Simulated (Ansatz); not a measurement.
The cluster Rb₂F₃⁻, relaxed as a singlet with RKS PBE0-D4/def2-SVPD in Ansatz, starting from the GFN1-xTB geometry. Force threshold 0.02 eV/Å.

In the def2 sets Rb takes a core potential; there is no spin–orbit coupling. Another isomer (singlet) lies 0.02 eV lower at PBE0-D4/def2-TZVPD; other spin states weren't run for this one.

Start:

Cartesian coordinates in Å:
```
Rb 1.617 -0.435 1.123
Rb -1.649 -0.034 -1.073
F 3.283 0.706 2.117
F -0.208 -1.520 0.090
F -3.043 1.283 -2.257
```

```tsv
step	energy (eV)	largest force component (eV/Å)	SCF passes
1	-9453.6372	1.675	15
2	-9454.2492	0.357	19
3	-9454.3811	0.110	19
4	-9454.4233	0.058	19
5	-9454.4428	0.049	19
6	-9454.4586	0.031	19
7	-9454.4722	0.035	19
8	-9454.4831	0.049	19
9	-9454.4917	0.067	19
10	-9454.4984	0.078	19
11	-9454.5030	0.089	19
12	-9454.5062	0.051	19
13	-9454.5079	0.008	19
14	-9454.5085	0.013	20
15	-9454.5086	0.005	21
```

Force components are those of the run's own axes.

End:

```xyz
5

Rb    2.140   -0.215    1.473
Rb   -2.143    0.207   -1.470
F     4.195   -0.404    2.880
F     0.001   -0.008   -0.001
F    -4.192    0.420   -2.882
```

By distances, no bond broke or formed, bridged metal pairs apart. The bond that changes most is Rb1–F3, from 2.25 to 2.50 Å (atoms count from 1). Metal–metal contacts that move far: Rb1–Rb2 3.96 to 5.21 Å.

The force fell under the threshold at step 13, but the optimiser went on. No frequencies were taken in this run, so the end may be a saddle point.

Hardware: 2 threads of Arm Neoverse V2 on a shared host. Wall time 35 s.
